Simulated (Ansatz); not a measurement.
Reaction (substitution at a C–O bond): `C[O][In]([CH3])[Cl]` + `[OH][GeH]([F])[F]` → `C[O][GeH]([F])[F]` + `[CH3][In]([OH])[Cl]`

Calculated with Ansatz (gas phase, PBE0-D4/def2-TZVP geometries, no zero-point term in ΔE). CCSD(T)/CBS is the MP2 limit (def2-TZVPP, def2-QZVPP) plus CCSD(T) − MP2 in def2-TZVPP, frozen cores. Functionals use def2-TZVPP. B3LYP here is the variant with VWN-RPA as its local correlation; programs differ in this. Elements past krypton have def2 core potentials. For Ge, In outer-core shells are correlated without core-valence functions, which leaves a few kJ/mol of doubt a bond. Scalar relativity is left out up to krypton. One conformer a species, not always the lowest.

| level | ΔE (kcal/mol) | difference from CCSD(T)/CBS |
| --- | --- | --- |
| PBE-D4 | 1.1 | 0.5 |
| r2SCAN-D4 | 1.0 | 0.4 |
| PBE0-D4 | 1.0 | 0.4 |
| B3LYP-D4 | 0.8 | 0.2 |
| ωB97X-V | 0.6 | 0.0 |
| ωB97M-V | 0.6 | 0.0 |
| B2PLYP | 0.7 | 0.1 |
| PBE | 1.0 | 0.4 |
| r2SCAN | 0.9 | 0.3 |
| PBE0 | 1.0 | 0.4 |
| B3LYP | 0.7 | 0.1 |
| HF/def2-TZVPP | 0.3 | -0.3 |
| MP2/def2-TZVPP | 0.7 | 0.1 |
| SCS-MP2/def2-TZVPP | 0.5 | -0.1 |
| CCSD/def2-TZVPP | 0.6 | 0.0 |
| CCSD(T)/def2-TZVPP | 0.7 | 0.1 |
| HF/def2-QZVPP | 0.3 | -0.3 |
| MP2/def2-QZVPP | 0.7 | 0.1 |
| SCS-MP2/def2-QZVPP | 0.4 | -0.2 |
| HF/CBS(def2) | 0.2 | -0.4 |
| MP2/CBS(def2) | 0.7 | 0.1 |
| CCSD/CBS(def2) | 0.6 | 0.0 |
| CCSD(T)/CBS | 0.6 | 0 |

Largest T1 diagnostic among the species: 0.014.
